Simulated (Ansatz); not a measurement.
The lowest singlet and triplet of CH2O (SMILES [CH]O); geometries from B3LYP-D3(BJ)/def2-TZVP, each state relaxed from the structure named, with no frequency check.
Singlet at the triplet's geometry (charge 0, multiplicity 1):
```xyz
4

C      0.670     0.075    -0.297
O     -0.546     0.066     0.243
H      1.515    -0.493     0.097
H     -1.166    -0.491    -0.255
```

```json
[
 {"level": "U-HF/cc-pVDZ (spin-contaminated)", "gap E(singlet) − E(triplet), vertical, at the triplet's geometry (kJ/mol)": "52.3", "cost": "-"},
 {"level": "U-HF/cc-pVTZ (spin-contaminated)", "gap E(singlet) − E(triplet), vertical, at the triplet's geometry (kJ/mol)": "48.7", "cost": "-"},
 {"level": "R-HF/cc-pVQZ", "gap E(singlet) − E(triplet), vertical, at the triplet's geometry (kJ/mol)": "120.2", "cost": "-"},
 {"level": "R-SVWN5/def2-TZVPP", "gap E(singlet) − E(triplet), vertical, at the triplet's geometry (kJ/mol)": "64.1", "cost": "×0.6"},
 {"level": "U-SVWN5/def2-TZVPP (spin-contaminated)", "gap E(singlet) − E(triplet), vertical, at the triplet's geometry (kJ/mol)": "29.0", "cost": "×1"},
 {"level": "U-r2SCAN/def2-TZVPP (spin-contaminated)", "gap E(singlet) − E(triplet), vertical, at the triplet's geometry (kJ/mol)": "29.2", "cost": "×4"},
 {"level": "R-B3LYP/def2-TZVPP", "gap E(singlet) − E(triplet), vertical, at the triplet's geometry (kJ/mol)": "58.9", "cost": "×1"},
 {"level": "U-B3LYP/def2-TZVPP (spin-contaminated)", "gap E(singlet) − E(triplet), vertical, at the triplet's geometry (kJ/mol)": "17.0", "cost": "×2"},
 {"level": "R-wB97X-V/def2-TZVPP", "gap E(singlet) − E(triplet), vertical, at the triplet's geometry (kJ/mol)": "49.4", "cost": "×3"},
 {"level": "U-wB97M-V/def2-TZVPP (spin-contaminated)", "gap E(singlet) − E(triplet), vertical, at the triplet's geometry (kJ/mol)": "22.2", "cost": "×9"},
 {"level": "U-MP2/cc-pVTZ (spin-contaminated)", "gap E(singlet) − E(triplet), vertical, at the triplet's geometry (kJ/mol)": "34.7", "cost": "-"},
 {"level": "U-SCS-MP2/cc-pVTZ (spin-contaminated)", "gap E(singlet) − E(triplet), vertical, at the triplet's geometry (kJ/mol)": "21.5", "cost": "-"},
 {"level": "R-SCS-MP2/cc-pVQZ", "gap E(singlet) − E(triplet), vertical, at the triplet's geometry (kJ/mol)": "38.0", "cost": "-"},
 {"level": "R-CCSD(T)/cc-pVQZ", "gap E(singlet) − E(triplet), vertical, at the triplet's geometry (kJ/mol)": "46.4", "cost": "×200"},
 {"level": "SA-CASSCF(2,2)/cc-pVDZ", "gap E(singlet) − E(triplet), vertical, at the triplet's geometry (kJ/mol)": "69.9", "cost": "-"},
 {"level": "SA-CASSCF(2,2)/cc-pVTZ", "gap E(singlet) − E(triplet), vertical, at the triplet's geometry (kJ/mol)": "62.1", "cost": "-"},
 {"level": "SA-CASSCF(2,2)/cc-pVQZ", "gap E(singlet) − E(triplet), vertical, at the triplet's geometry (kJ/mol)": "60.6", "cost": "-"},
 {"level": "SC-NEVPT2 on SA-CASSCF(2,2)/cc-pVQZ", "gap E(singlet) − E(triplet), vertical, at the triplet's geometry (kJ/mol)": "44.7", "cost": "-"},
 {"level": "FIC-NEVPT4(SD) on SA-CASSCF(2,2)/cc-pVTZ", "gap E(singlet) − E(triplet), vertical, at the triplet's geometry (kJ/mol)": "46.8", "cost": "-"},
 {"level": "FIC-MRCISD+Q on SA-CASSCF(2,2)/cc-pVQZ", "gap E(singlet) − E(triplet), vertical, at the triplet's geometry (kJ/mol)": "42.6", "cost": "-"}
]
```

The rows run from 17.0 (U-B3LYP/def2-TZVPP (spin-contaminated)) to 120.2 kJ/mol (R-HF/cc-pVQZ). The 3 R-functionals in def2-TZVPP without D3 or D4 span 14.8, from R-wB97X-V to R-SVWN5.

A positive gap puts the triplet lower; no zero-point energy. R- takes a restricted singlet. U- takes an unrestricted singlet (broken symmetry where lower, unprojected). The triplet is unrestricted in single-reference levels. Active spaces average the two states.

Correlated levels freeze the cores.

Doubts at one or more of the structures used: a restricted determinant that unrestricted orbitals would lower (R-HF/cc-pVQZ, R-SVWN5/def2-TZVPP, R-B3LYP/def2-TZVPP, R-wB97X-V/def2-TZVPP, R-SCS-MP2/cc-pVQZ, R-CCSD(T)/cc-pVQZ).

Run with Ansatz (a first-principles code). Values without a source in brackets are computed.

Costs are rough ratios of core time to R-PBE/def2-TZVPP (about 1.1 s over the structures, on one shared machine); a dash marks a level with no comparable run of its own.
